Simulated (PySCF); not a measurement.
CH8N2O2Si, SMILES N[Si](O)(NC)O. Atoms are numbered in the order given.

```xyz
14

C      2.3422     0.1085     0.5947
N      1.0691     0.7550     0.3435
Si    -0.3917    -0.0137    -0.1056
N     -1.3332     1.2157    -0.8606
O     -1.3634    -0.6924     1.0783
O      0.0601    -1.3498    -0.9919
H      2.6079     0.0645     1.6690
H      2.2993    -0.9237     0.2183
H      3.1726     0.6133     0.0678
H      1.0347     1.7405     0.5809
H     -0.9242     1.7583    -1.6153
H     -2.3214     1.0533    -1.0284
H     -1.7228    -0.0779     1.7278
H     -0.4419    -2.1456    -0.7810
```

Geometry optimised at B3LYP-D3(BJ)/def2-SVP. The structure was generated by enumeration, and PubChem lists no compound with its InChIKey, so it may never have been made. Other conformers were not sampled.

All values below come from SMD-M06-2X/def2-SVP in PySCF.

Solvation free energies are E(SMD) − E(gas) at the gas-phase geometry, for 1 M in both phases. In vacuum the dipole moment is 1.80 D.

Computed solvation free energies in water, cyclohexanone, ethanol:
```csv
solvent,ΔG(solv) (kcal/mol),its non-electrostatic (CDS) part,dipole (D)
water,-9.1,4.2,2.39
cyclohexanone,-6.4,0.3,2.14
ethanol,-10.2,1.8,2.32
```
